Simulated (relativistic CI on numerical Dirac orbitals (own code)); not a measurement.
**Ta¹⁷⁺: sensitivity of the levels to the model**

Base calculation: Dirac-Coulomb-Breit CI, separate exchange-only KLI orbitals for each configuration, model QED, unscaled Slater integrals.

Configuration list (outside the closed core [Ar] 3d10): 4s²4p⁶4d¹⁰4f¹⁰, 4s²4p⁶4d¹⁰4f⁹5s, 4s²4p⁶4d⁹4f¹¹, 4s²4p⁶4d¹⁰4f⁹6s, 4s²4p⁵4d¹⁰4f¹¹, 4s4p⁶4d¹⁰4f¹¹, 4s²4p⁶4d¹⁰4f⁸5s², 4s²4p⁶4d¹⁰4f⁷5s²6s, 4p⁶4d¹⁰4f¹², 4p⁶4d⁹4f¹³, 4p⁵4d¹⁰4f¹³. Double excitations out of closed p, d and f shells are left out; levels of such configurations are missing from the list, as are those of other unlisted configurations, and high levels can miss mixing partners.

The lowest level and the first level of each name with at least 55 % of one term (blank where a level has no safe partner in the second run):

```csv
Level,Base (cm⁻¹),Shift (cm⁻¹)
4s²4p⁶4d¹⁰4f¹⁰ ⁵I8,0.0,0.0
4s²4p⁶4d¹⁰4f¹⁰ ⁵I7,13114.7,-62.4
4s²4p⁶4d¹⁰4f¹⁰ ⁵I6,21236.3,-83.7
4s²4p⁶4d¹⁰4f¹⁰ ⁵I5,26196.8,-66.8
4s²4p⁶4d¹⁰4f¹⁰ ⁵I4,31634.8,-108.3
4s²4p⁶4d¹⁰4f¹⁰ ⁵F5,32026.6,-39.2
4s²4p⁶4d¹⁰4f¹⁰ ³K8,38982.1,-37.1
4s²4p⁶4d¹⁰4f¹⁰ ⁵F4,39952.0,-50.0
4s²4p⁶4d¹⁰4f¹⁰ ⁵F3,44900.2,-72.5
4s²4p⁶4d¹⁰4f¹⁰ ⁵G6,45861.1,-34.5
4s²4p⁶4d¹⁰4f¹⁰ ⁵F1,47427.0,-67.9
4s²4p⁶4d¹⁰4f⁹5s ⁷H°8,48785.5,-2322.1
4s²4p⁶4d¹⁰4f¹⁰ ³K7,50776.6,-82.6
4s²4p⁶4d¹⁰4f¹⁰ ³L9,53685.7,-49.5
```

At this charge transitions that keep the count of f electrons are usually good to a few per cent. Terms inside the open d or f shell come out 10 to 20 % too wide with unscaled integrals. Levels that differ in their count of f electrons can be misplaced by several ten thousand cm⁻¹, since the correlation energy of f electrons is missing or only estimated; rates across such gaps can be off by orders of magnitude.

**Question.** One thing was changed in a second run, which moved the levels as shown. Which?
A. Breit term removed
B. QED terms removed
C. configuration mixing switched off

**Answer.** B. QED terms removed. QED shifts follow the density of s (and p1/2) electrons at the nucleus, so configurations move by their count of such electrons; where none moves, the smaller shifts of p3/2 electrons and of j = l + 1/2 against j = l − 1/2 set the pattern.

LS names give the leading component of a level, which can be under half, so a name can repeat, a term be missing and a line seem to break the LS rules.
